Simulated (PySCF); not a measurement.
All values below come from TPSSh-D3(BJ)/def2-TZVP // PBE-D3(BJ)/def2-SVP run with PySCF. Isolated molecules, 0 K electronic values unless said otherwise. One relaxed conformer stands for a flexible species; it need not be the lowest. 

Reference species: [Zn(CH3)(Cl)] (neutral, multiplicity 1).

- coordination number: 2
- HOMO: -7.89 eV
- HOMO–LUMO gap: 7.03 eV

After one change: the coordination number stays essentially unchanged; the HOMO rises by 1.38 eV; the HOMO–LUMO gap falls by 0.61 eV.

Task: Name the change that produced these shifts. The new species is one of these.
A) [Zn(CH3)(SH)]
B) [Zn(CH3)(OCH3)]
C) [Zn(CH3)(Br)]
D) [Zn(CH3)2]

Result: D, [Zn(CH3)2]
